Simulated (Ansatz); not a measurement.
copper atom (Cu), doublet; CAM-B3LYP/cc-pVDZ (Ansatz, a program for electronic structure).

Input for Ansatz:
Ansatz 0.2 input:
```yaml
crystal:
  periodic: [false, false, false]
  atoms:
    - {symbol: Cu, position_ang: [0.00000000, 0.00000000, 0.00000000]}
basis:
  gaussian:
    orbitals: cc-pVDZ
hamiltonian:
  xc: cam_b3lyp
magnetization: {spin_polarized: false, initial_magnetization: 1}
```

Question: What does Ansatz print? Leave out banner, timings and long lists.

Answer: 
```
Functional definition: CAM-B3LYP
305 factors; integrals over basis functions are off by at most 8.4e-5 eV
70 factors; integrals over basis functions are off by at most 8.6e-5 eV
mean field evaluation 1: about -44640.0043 eV, gradient 6.4e1 eV
mean field evaluation 2: about -44640.0045 eV, gradient 6.4e1 eV
mean field evaluation 4: about -44643.6345 eV, gradient 9.8e0 eV
mean field evaluation 8: about -44643.7556 eV, gradient 3.1e-1 eV
mean field evaluation 16: about -44643.7557 eV, gradient 1.3e-5 eV
mean field evaluation 32: about -44590.3449 eV, gradient 1.3e2 eV
mean field -44643.75573577 eV, -1640.6277626651 hartree, gradient 1.2e-5 eV, S^2 0.750000; 4 other end points of the search recorded, 0 dependent functions left out
reference -44643.75581060 eV, -1640.6277654151 hartree; 15, 14 occupied and 28, 29 virtual orbitals, 305 factors
Total energy: -44643.75581060 eV, -1640.6277654151 hartree
```
